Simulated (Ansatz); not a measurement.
Geometry optimisation, RKS PBE0/6-31G* (Ansatz).

The input (input.yaml):

```yaml
crystal:
  periodic: [false, false, false]
  atoms:
    - { symbol: C, position_ang: [-0.7671, 0.7743, -0.2406] }
    - { symbol: C, position_ang: [-0.1226, -0.2616, 0.5698] }
    - { symbol: B, position_ang: [-1.13461, -1.44338, 0.80735] }
    - { symbol: F, position_ang: [-2.3862, -1.33364, 1.48407] }
    - { symbol: H, position_ang: [-1.1416, 0.4038, -1.2505] }
    - { symbol: H, position_ang: [-1.7118, 1.1957, 0.2938] }
    - { symbol: H, position_ang: [-0.1083, 1.684, -0.4169] }
    - { symbol: H, position_ang: [0.16498, 0.11759, 1.52579] }
    - { symbol: H, position_ang: [0.82402, -0.64916, 0.02621] }
    - { symbol: H, position_ang: [-0.82691, -2.56598, 0.41272] }
basis:
  gaussian: { orbitals: "6-31G*" }
hamiltonian:
  xc: pbe0
relax:
  f_tol: 0.015
  max_steps: 40
```

Launched with:

```bash
$ ansatz run input.yaml --threads 1 --pin off --max-ram 2048MiB --backend cpu --events-out ev --progress --plain --runs-dir out
```

Where does it end, and by what steps?

The forces met the threshold. After 22 steps the energy has fallen by 0.610 eV; F4 moved furthest, 0.92 Å.

| step | energy less start (eV) | largest force component (eV/Å) | accepted |
| --- | --- | --- | --- |
| 0 | 0.0000 | 3.088 | yes |
| 1 | -0.4460 | 1.859 | yes |
| 2 | -0.4821 | 1.527 | yes |
| 3 | -0.5231 | 0.758 | yes |
| 4 | -0.5517 | 0.142 | yes |
| 5 | -0.5533 | 0.299 | yes |
| 6 | -0.5559 | 0.147 | yes |
| 7 | -0.5591 | 0.135 | yes |
| 8 | -0.5630 | 0.274 | yes |
| 9 | -0.5512 | 1.102 | no |
| 10 | -0.5738 | 0.154 | yes |
| 11 | -0.5820 | 0.155 | yes |
| 12 | -0.5856 | 0.416 | yes |
| 13 | -0.5962 | 0.217 | yes |
| 14 | -0.5813 | 0.855 | no |
| 15 | -0.6032 | 0.269 | yes |
| 16 | -0.6057 | 0.296 | yes |
| 17 | -0.6044 | 0.370 | no |
| 18 | -0.6084 | 0.034 | yes |
| 19 | -0.6092 | 0.017 | yes |
| 20 | -0.6095 | 0.056 | yes |
| 21 | -0.6046 | 0.308 | no |
| 22 | -0.6096 | 0.002 | yes |

```xyz
10
Properties=species:S:1:pos:R:3
C -0.828 0.897 -0.166
C -0.163 -0.324 0.464
B -1.099 -1.525 0.816
F -2.404 -1.455 0.577
H -1.319 0.638 -1.111
H -1.599 1.313 0.491
H -0.105 1.692 -0.375
H 0.370 -0.050 1.389
H 0.639 -0.716 -0.183
H -0.703 -2.549 1.309
```

Whether the end is a true minimum wasn't checked by a vibrational analysis.

Run time: 93 s on 1 thread of AMD EPYC (Zen 3), with other jobs on the host, peak memory 0.15 GiB.
